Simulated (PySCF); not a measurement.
Structure problem from calculated spectra and properties.

Formula: C4H3ClN2.

| Property | Result |
| --- | --- |
| Polarisability | 72.7 au [B3LYP/def2-SVPD] |
| UV, strongest line | among the 8 lowest singlet transitions: S5 at 5.97 eV (208 nm, f = 0.167) [TDDFT B3LYP/def2-SVPD] |
| UV, first state | lowest singlet excitation: 4.12 eV (301 nm, f = 0.005) [TDDFT B3LYP/def2-SVPD] |
| Rotational structure | rotational constants A, B, C: 6.151, 1.678, 1.318 GHz [GFN2-xTB] |
| Dipole | 1.43 D [B3LYP/def2-SVPD] |
| XPS | Cl2p3/2 206.5, C1s 291.8, C1s 292.0, C1s 292.0, C1s 293.3, N1s 405.6, N1s 405.6, Cl1s 2829.1 eV [ΔSCF SCAN, pcX-2 on the ionised atom, pcseg-1 elsewhere, spin-free X2C, 2p3/2 from a spin–orbit splitting computed afterwards within the 2p shell] |
| Triplet | lowest triplet excitation (Tamm–Dancoff): 3.46 eV [TDA B3LYP/def2-SVPD] |

The electronic properties come from PySCF, for the isolated species, density fitting. Levels stand in brackets. Geometry: GFN2-xTB; no solvent, vibrations or thermal averaging.

Question: Propose a structure and show how it fits.

Answer: Numbering: `[Cl:1][c:2]1[cH:3][n:4][cH:5][cH:6][n:7]1`. Its formula, C4H3ClN2, gives 4 degrees of unsaturation: 1 ring and 3 π bonds in the structure found (Kekulé form). The core levels belong to: Cl2p3/2 206.5 eV, aryl chlorine [Cl1]; C1s 291.8 eV, aromatic CH next to a ring nitrogen [C5]; C1s 292.0 eV, aromatic CH next to a ring nitrogen [C3]; C1s 292.0 eV, aromatic CH next to a ring nitrogen [C6]; C1s 293.3 eV, aromatic C–Cl carbon [C2]; N1s 405.6 eV, pyridine-type nitrogen [N7]; N1s 405.6 eV, pyridine-type nitrogen [N4]; Cl1s 2829.1 eV, aryl chlorine [Cl1]. The hole state at 293.3 eV has ⟨S²⟩ = 0.83 against 0.75, so that value is less sure. S1 is mainly HOMO→LUMO (weight 1.00); the largest Löwdin shares of the orbital it empties are 0.34 on a pyridine-type nitrogen, 0.22 on a pyridine-type nitrogen and 0.09 on each of 2 atoms of one kind (aromatic CH next to a ring nitrogen), of the orbital it fills 0.25 on a pyridine-type nitrogen, 0.24 on a pyridine-type nitrogen and 0.12 on each of 2 atoms of one kind (aromatic CH next to a ring nitrogen). The optimised geometry has point group Cs and is an asymmetric top. Structure: chloropyrazine (`c1(Cl)cnccn1`). The assignments are read from this structure; whether some other isomer fits the data as well wasn't checked.
